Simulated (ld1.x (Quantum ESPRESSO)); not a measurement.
# silicon: RRKJ pseudisation with BLYP, non-relativistic reference atom.

ld1.x (Quantum ESPRESSO) 7.5 input, shortened:

```
&input
   title='Si', zed=14., rel=0, dft='BLYP', iswitch=3,
   config='[Ne] 3s2 3p2 3d-2'
 /
 &inputp
   pseudotype=2, tm=.false., lloc=0,
   nlcc=.true., rcore=1.45
 /
3
3P  2  1   2.00   0.00  1.65  1.65  0.0
3D  3  2  -2.00   0.45  1.70  1.70  0.0
3S  1  0   2.00   0.00  1.90  1.90  0.0
 &test
   configts(1)='3s2 3p2'
 /
```

Poles of the logarithmic derivatives, all-electron (AE) and pseudo (PS). s: poles at 1.8 (AE) and 1.7 (PS) Ry. p: poles at 2.8 (AE) and 2.5 (PS) Ry. d: poles at 3.4 (AE) and 3.5 (PS) Ry. Test radius 2.05 bohr.

* Cutoffs needed: 15 Ry and 35 Ry (the cutoffs (Ry, on a coarse ladder) from which the occupation-weighted sum of valence levels, in a spherical-Bessel basis at the reference potential, stays within 10 and 1 mRy of its value at 400 Ry)
* Ghost test: no extra level below or beside the all-electron valence levels (p, d, s, f tested) (spherical-Bessel basis up to 400 Ry, 20 bohr box)
* Largest excitation error: +174 meV (all-electron minus pseudo) for 3s1 3p0, out of 7 test configurations
